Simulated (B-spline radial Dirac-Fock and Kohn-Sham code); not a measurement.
Run log: Mg

ΔSCF core binding energies without Breit or QED terms, calculated with a radial B-spline solver. Keys: rel is the Hamiltonian (dirac, or spin-free x2c and nr, where L3 and M5 stand for the whole 2p and 3d shells), method is hf or an exchange,correlation pair (spin-unpolarised, also for the hole states), nuc the nuclear model, radius_factor scales its radius, rmax is the box in bohr, h the logarithmic mesh step, order the B-spline order, points the quadrature points per cell, c_factor scales the speed of light, and damp, ndamp, maxit and tol steer the iteration. The run stops when the commutator error falls below 10·tol·max(1, Z/10), or the numerical noise floor, and the energy has settled to about 1e-8 Ha; the virial ratio is −V/T.

Input (task.json):

```json
{"items": [{"Z": 12, "q": 0, "cfg": [[1, 0, 2], [2, 0, 2], [2, 1, 6], [3, 0, 2]], "A": 24, "rrms": 3.057, "do": "settings", "holes": ["K", "L3", "M5"],
  "settings": [{"rel": "dirac", "method": "hf", "nuc": "fermi", "radius_factor": 1.0, "rmax": 45.0, "h": 0.3, "order": 8, "points": 10, "c_factor": 1.0, "maxit": 74, "damp": 0.5, "ndamp": 3, "tol": 1e-14}]}]}
```

Command: `python xray2_run.py task.json out`

Ground-state iterations:

```
iter   energy (Ha)        error
   1     -199.65177678  4.68e-01
   2     -199.91151193  5.05e-02
   3     -199.93179786  1.72e-02
   4     -199.93445936  5.92e-03
   5     -199.93499783  2.21e-03
   6     -199.93505404  3.53e-04
   7     -199.93506177  7.59e-05
   8     -199.93506213  5.11e-06
   9     -199.93506214  5.18e-07
  10     -199.93506214  2.14e-08
```

The ground state converged in 10 iterations, with total energy -199.93506 Ha, virial ratio 1.99679 and highest orbital energy -6.90 eV. ΔSCF binding energies: K (1s) 1311.7 eV, L3 (2p3/2) 56.31 eV. Holes are computed only in closed shells, and unreliable hole states are left out.

One setting is outside the advised range (tolerance below the noise), but here it does no visible harm: the result matches the run with default settings.
